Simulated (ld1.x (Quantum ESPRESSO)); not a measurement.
## Which change was made? (Se, PAW)

ld1.x (Quantum ESPRESSO) 7.5 input, shortened:

```
&input
   title='Se', zed=34., rel=1, dft='PBESOL', iswitch=3,
   config='[Ar] 3d10 4s2 4p4'
 /
 &inputp
   pseudotype=3, lpaw=.true., tm=.true., lloc=-1, rcloc=1.70,
   nlcc=.true., new_core_ps=.true.,
   which_augfun='PSQ', rmatch_augfun_nc=.true.
 /
6
4S  1  0   2.00   0.00  1.35  1.80  0.0
4S  1  0   0.00   0.40  1.35  1.80  0.0
4P  2  1   4.00   0.00  1.30  1.45  0.0
4P  2  1   0.00   0.85  1.30  1.45  0.0
3D  3  2  10.00   0.00  0.70  0.90  0.0
3D  3  2   0.00   1.45  0.70  0.90  0.0
 &test
   configts(1)='3d10 4s2 4p4'
 /
```

Cutoffs, loose and tight: the cutoffs (Ry, on a coarse ladder) from which the occupation-weighted sum of valence levels, in a spherical-Bessel basis at the reference potential, stays within 10 and 1 mRy of its value at 400 Ry. They do not see the model core or the augmentation charge, which bear on the density cutoff. Test errors are all-electron minus pseudo excitation energies from the reference, over the configurations 3d10 4s2 4p3; 3d10 4s2 4p2; 3d10 4s2 4p1; 3d10 4s1 4p5; 3d10 4s2 4p4.3; 3d10 4s1 4p4; 3d9 4s2 4p5; variants that change the core or the reference have their own tests. The largest error is taken over the tests solved by every variant that gives reliable tests at all, those not shown here included: 3d10 4s1 4p4; 3d10 4s1 4p5; 3d10 4s2 4p1; 3d10 4s2 4p2; 3d10 4s2 4p3; 3d10 4s2 4p4.3.

The base gives: outcome: generated; cutoff, loose: 200 Ry; cutoff, tight: 300 Ry; bound ghosts: none; largest test error (meV): -12.

After one change the result is: outcome: generated; cutoff, loose: 140 Ry; cutoff, tight: 200 Ry; bound ghosts: none; largest test error (meV): -12. Which change was it?
A. waves 3d (bound): rcut 0.70, rcutus 1.10 bohr; 3d channel at 1.45 Ry: rcut 0.70, rcutus 1.10 bohr
B. waves 3d (bound): rcut 0.70, rcutus 1.30 bohr; 3d channel at 1.45 Ry: rcut 0.70, rcutus 1.30 bohr
C. waves 3d (bound): rcut 0.68, rcutus 0.72 bohr; 3d channel at 1.45 Ry: rcut 0.68, rcutus 0.72 bohr

A. The others give: waves 3d (bound): rcut 0.70, rcutus 1.30 bohr; 3d channel at 1.45 Ry: rcut 0.70, rcutus 1.30 bohr → outcome: generated; cutoff, loose: 80 Ry; cutoff, tight: 140 Ry; bound ghosts: none; largest test error (meV): -12 | waves 3d (bound): rcut 0.68, rcutus 0.72 bohr; 3d channel at 1.45 Ry: rcut 0.68, rcutus 0.72 bohr → outcome: generated; cutoff, loose: 300 Ry; cutoff, tight: over 300 Ry; bound ghosts: none; largest test error (meV): -12.
